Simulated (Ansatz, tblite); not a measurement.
Removing an electron: Ge(GeH3)2H2 (Ge₃H₈). Total charge 0; singlet. Geometry: r2SCAN-D4/def2-SVP. Ansatz, gas phase; energy differences of separate SCF runs; the oxidised species was run as a doublet alone.

```xyz
11

Ge    0.367   -0.532    0.762
Ge    1.712    0.723   -0.806
H     1.524    0.167   -2.228
H     3.203    0.641   -0.441
H     1.286    2.200   -0.803
Ge   -1.984   -0.330    0.240
H    -2.267   -0.901   -1.159
H    -2.402    1.149    0.254
H    -2.842   -1.092    1.263
H     0.623   -0.011    2.189
H     0.780   -2.015    0.728
```

The xTB rows come from tblite. Correlated methods freeze 27 core orbitals; core or outer-core shells of Ge are correlated, in sets that lack core-valence functions. The rows differ in basis, and correlated rows in double-zeta sets carry the largest basis error.

Estimate orbital energies and vertical ionisation energies at: GFN1-xTB; GFN2-xTB; HF/def2-SVP; PBE-D4/def2-TZVP; r2SCAN-D4/def2-TZVP; PBE0-D4/def2-TZVP; MP2/def2-SVP; CCSD/def2-SVP; CCSD(T)/def2-SVP.


```csv
level,−HOMO (eV),vertical IE (eV),−LUMO (eV),HOMO–LUMO gap (eV)
GFN1-xTB,11.69,13.70,8.25,3.44
GFN2-xTB,10.53,13.11,4.77,5.76
HF/def2-SVP,–,9.20,–,–
PBE-D4/def2-TZVP,6.82,9.47,0.85,5.97
r2SCAN-D4/def2-TZVP,7.09,9.58,0.58,6.51
PBE0-D4/def2-TZVP,7.85,9.65,0.03,7.82
MP2/def2-SVP,–,9.75,–,–
CCSD/def2-SVP,–,9.68,–,–
CCSD(T)/def2-SVP,–,9.69,–,–
```

Relaxing the oxidised species (r2SCAN-D4/def2-SVP) changes its energy by -0.70 eV at PBE-D4/def2-TZVP, so the adiabatic ionisation energy to this nearest minimum is 8.77 eV. At PBE0-D4/def2-TZVP it is 8.90 eV.    Raw xTB energy differences between charge states are shifted by several eV; the methods need an empirical correction for them.
